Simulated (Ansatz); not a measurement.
`C=C[Si](N)(Cl)OC`, relaxed with RKS PBE0-D4/def2-TZVP in the Gaussian-basis code of Ansatz from a GFN2-xTB geometry. The force threshold is 0.005 eV/Å; the program also tests the step.

Charge 0, multiplicity 1.

Start:

```xyz
15

C     0.668   -2.142   -1.761
C    -0.153   -1.233   -1.259
Si    0.317    0.003    0.079
N     1.057    1.490   -0.403
Cl    1.661   -0.793    1.369
O    -1.116    0.297    0.777
C    -1.406    1.095    1.892
H     0.368   -2.824   -2.541
H     1.679   -2.251   -1.403
H    -1.160   -1.174   -1.649
H     2.025    1.498   -0.679
H     0.528    2.132   -0.971
H    -2.488    1.100    2.021
H    -1.049    2.115    1.740
H    -0.933    0.687    2.787
```

| step | energy (eV) | largest force (eV/Å) | largest move (Å) |
| --- | --- | --- | --- |
| 1 | -27170.1935 | 0.808 | 0.000 |
| 2 | -27170.2408 | 0.340 | 0.065 |
| 3 | -27170.2524 | 0.129 | 0.087 |
| 4 | -27170.2542 | 0.321 | 0.127 |
| 5 | -27170.2608 | 0.399 | 0.200 |
| 6 | -27170.2708 | 0.092 | 0.051 |
| 7 | -27170.2735 | 0.148 | 0.088 |
| 8 | -27170.2760 | 0.091 | 0.043 |
| 9 | -27170.2766 | 0.297 | 0.061 |
| 10 | -27170.2776 | 0.094 | 0.021 |
| 11 | -27170.2779 | 0.063 | 0.020 |
| 12 (rejected) | -27170.2776 | 0.100 | 0.033 |
| 13 | -27170.2783 | 0.029 | 0.016 |
| 14 | -27170.2784 | 0.008 | 0.011 |
| 15 | -27170.2784 | 0.024 | 0.010 |
| 16 | -27170.2784 | 0.017 | 0.005 |
| 17 | -27170.2785 | 0.009 | 0.007 |
| 18 | -27170.2785 | 0.005 | 0.007 |
| 19 | -27170.2785 | 0.007 | 0.004 |
| 20 | -27170.2785 | 0.003 | 0.003 |
| 21 (rejected) | -27170.2785 | 0.007 | 0.005 |
| 22 | -27170.2785 | 0.002 | 0.003 |

End:

```xyz
15

C     0.610   -2.259   -1.618
C    -0.068   -1.140   -1.386
Si    0.282    0.048   -0.017
N     0.872    1.588   -0.452
Cl    1.761   -0.731    1.195
O    -1.127    0.207    0.781
C    -1.319    1.023    1.918
H     0.372   -2.914   -2.451
H     1.431   -2.570   -0.978
H    -0.887   -0.887   -2.059
H     1.863    1.751   -0.516
H     0.353    2.181   -1.079
H    -2.391    1.179    2.047
H    -0.827    1.993    1.802
H    -0.924    0.533    2.813
```

Run time 64 s (2 threads of an AMD EPYC 7R13 on a shared host and a share of an NVIDIA H100 80 GB); peak host memory 0.92 GiB.
